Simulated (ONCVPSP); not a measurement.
# PBEsol ONCV dataset for caesium (Cs), scalar-relativistic all-electron reference.

| Property | Result |
| --- | --- |
| Element | caesium (Cs) |
| Generator | ONCVPSP 4.0.1 |
| Type | optimised norm-conserving Vanderbilt (ONCV) |
| Functional | PBEsol |
| Relativity | scalar-relativistic |
| Frozen core | [Kr] 4d10 |
| Valence charge | 9 |
| Reference configuration | 5s2 5p6 5d0.5 6s0.5 |
| Partial waves | 5s+6s: rc 2.55 bohr, ncon 4, nbas 8, qcut 4.8 1/bohr, 2 projectors; 5p: rc 2.30 bohr, ncon 4, nbas 8, qcut 4.1 1/bohr, 2 projectors, debl 2.2 Ha; 5d: rc 4.00 bohr, ncon 4, nbas 8, qcut 2.3 1/bohr, 2 projectors, debl 3.9 Ha; f scattering state at 0.11 Ha: rc 3.50 bohr, ncon 4, nbas 7, qcut 3.1 1/bohr, 2 projectors, debl 1 Ha |
| Local potential | polynomial inside 2.30 bohr (lpopt 5, dvloc0 -1 Ha) |
| Core correction | polynomial model core, fcfact 0.6 |

All-electron outer shells of the reference configuration (PBEsol, scalar-relativistic, ld1.x):

```json
{"shell": "4d", "level (eV)": "-74.26", "outermost node (bohr)": "0.33", "outermost maximum (bohr)": "0.72"}
{"shell": "5s", "level (eV)": "-26.83", "outermost node (bohr)": "0.82", "outermost maximum (bohr)": "1.54"}
{"shell": "5p", "level (eV)": "-13.60", "outermost node (bohr)": "0.89", "outermost maximum (bohr)": "1.79"}
{"shell": "6s", "level (eV)": "-2.12", "outermost node (bohr)": "2.11", "outermost maximum (bohr)": "4.80"}
{"shell": "5d", "level (eV)": "-0.45", "outermost node (bohr)": "1.06", "outermost maximum (bohr)": "3.38"}
```

(1) Estimate the cutoffs (Ha) at which the residual kinetic energy of the hardest occupied pseudo-wave falls to 1 and 0.1 mHa per electron.

(2) Does the potential have ghost states?

(3) Tests: 5s2 5p6 5d0 6s1; 5s2 5p6 5d0 6s0; 5s2 5p6 5d0 6s0.5; 5s2 5p6 5d1 6s0. Which has the largest error in its energy relative to the reference configuration, and how large is it?

Results:

(1) 7.8 Ha and 22 Ha. The cutoffs count occupied waves only; projector 2 of the f channel, the hardest unoccupied one, needs 23 Ha at the loose tolerance.

(2) No bound ghost flagged; GHOST(+) flagged for d at 96.1 eV.

(3) 5s2 5p6 5d0 6s0, with +1.8 meV (all-electron minus pseudo) on +2.95 eV.
